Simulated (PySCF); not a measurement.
Input file for PySCF: R-MP2/6-31G* on BeClF (SMILES [F][Be][Cl]), a point of a bond scan (R = 1.810 Å).

```python
from pyscf import gto, scf, dft, mp
from pyscf.data.elements import chemcore

mol = gto.M(
    atom='''
    Be   -0.00000000   -0.00000000   -0.61301342
    F    -0.00000000   -0.00000000   -1.98830246
    Cl    0.00000000    0.00000000    1.19686917
    ''',
    basis='6-31g*',
    cart=True,
    charge=0, spin=0, verbose=3, max_memory=1800)
mf = scf.RHF(mol)
mf.conv_tol = 1e-8
mf.max_cycle = 100
mf.kernel()
if not mf.converged:
    mf = mf.newton().run(mf.mo_coeff, mf.mo_occ)
pt = mp.MP2(mf, frozen=chemcore(mol)).run()
```

### Question
What total energy does the run end on?

### Answer
-574.0663 hartree.
